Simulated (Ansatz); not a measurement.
`C[Si](C)(Cl)Cl` + HCl → `C[Si](Cl)(Cl)Cl` + CH₄ at 500 K and 1 bar (ligand exchange at the Si–C bond).

Gas-phase electronic energies from Ansatz, PBE0-D4/def2-TZVP geometries. CCSD(T)/CBS is the MP2 limit (def2-TZVPP, def2-QZVPP) plus CCSD(T) − MP2 in def2-TZVPP, frozen cores. This one scheme is used for every species.

```csv
species,CCSD(T)/CBS energy (Eh),H − E (kJ/mol),S (J/(mol·K))
`C[Si](C)(Cl)Cl`,-1288.49641,254.4,429.3
HCl,-460.38127,32.5,201.9
`C[Si](Cl)(Cl)Cl`,-1708.45088,156.5,409.3
CH₄,-40.46206,135.6,206.8
```

H − E and S are ideal-gas, rigid-rotor, harmonic terms from PBE0-D4/def2-TZVP. 1 Eh = 2625.50 kJ/mol, R = 8.31446 J/(mol·K).

By hand: ΔE, ΔH, ΔS and ΔG.

ΔE = (-1708.45088) + (-40.46206) − (-1288.49641) − (-460.38127) = -0.03526 Eh = -92.6 kJ/mol. Δ(H − E) = 156.5 + 135.6 − 254.4 − 32.5 = 5.2, so ΔH = -87.4 kJ/mol. ΔS = 409.3 + 206.8 − 429.3 − 201.9 = -15.1 J/(mol·K). ΔG = -87.4 − 500 × (-15.1)/1000 = -79.9 kJ/mol.

By hand: the equilibrium constant, and the temperature at which ΔG would vanish if ΔH and ΔS stayed fixed.

log₁₀ K = −ΔG/(RT ln 10) = 8.3. ΔG = 0 at ΔH/ΔS = 5788 K, far beyond where these terms or the molecules hold.

ΔH outweighs TΔS. A doubt of 5 kJ/mol in ΔE shifts log₁₀ K by 0.5 here. These are equilibria of isolated gas molecules and say nothing of rates. Largest T1 diagnostic: 0.009 (customary marks: 0.02 for closed shells, 0.045 for open ones).
